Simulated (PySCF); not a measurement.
C5H7FO3.
Cartesian coordinates in Å at the GFN2-xTB level; atoms count from 1:
```
atom  x, y, z in Å
C1     2.407   -0.459    0.459
O2     1.176   -0.761   -0.173
C3     0.441    0.371   -0.536
O4    -0.104    1.050    0.558
C5    -1.315    0.408    0.931
C6    -1.932   -0.151   -0.351
F7    -2.953    0.646   -0.812
C8    -0.761   -0.139   -1.346
O9    -0.783   -0.449   -2.494
H10    2.848   -1.417    0.722
H11    3.070    0.083   -0.224
H12    2.247    0.141    1.359
H13    1.059    1.086   -1.101
H14   -1.108   -0.402    1.640
H15   -1.953    1.160    1.396
H16   -2.347   -1.159   -0.244
```

Definitions: NICS(0) = −σiso at the ring centroid; NICS(1) = −σiso and NICS(1)zz = −σzz at ±1 Å along the ring normal z. Level: GIAO PBE0/pcSseg-1 (PySCF, non-relativistic, gas phase) on the GFN2-xTB geometry, one conformer.

Ring bond lengths (Å), with Mayer bond orders in brackets: C3–O4 1.398 (0.98), O4–C5 1.421 (0.90), C5–C6 1.529 (1.01), C6–C8 1.537 (0.91), C8–C3 1.536 (0.92).

Problem. Give the NICS values of each ring in ppm.

Solution. 
```tsv
ring	type	NICS(0)	NICS(1), two faces	NICS(1)zz, two faces	rms pucker (Å)	centre to ring atoms, mean (Å)
C3–O4–C5–C6–C8	5-membered ring with O; formal bonds all single	0.7	-1.5 / -1.9	-3.1 / -2.1	0.13	1.25
```

Problem. What do they say, and how far can they be read as aromaticity?

Solution. 
- C3–O4–C5–C6–C8: mean NICS(1)zz -2.6 ppm, near zero. C3, C5, C6 have four or more neighbours, so the value isn't read as a sign of a π ring current.

Problem. What field does 11.7 T along the ring normal induce along that normal at the second NICS(1) probe listed for ring C3–O4–C5–C6–C8, 1 Å off the ring?

Solution. NICSzz × B0 = -2.1 ppm × 11.7 T = -25 μT, against the applied field.

Problem. List the ring angles and the Hirshfeld charges of the ring atoms.

Solution. 
- C3–O4–C5–C6–C8: C3 105.6° (+0.092 e), O4 108.6° (-0.147 e), C5 106.8° (-0.008 e), C6 103.4° (+0.051 e), C8 105.0° (+0.160 e); sum 529.3° against 540° for a flat convex ring.
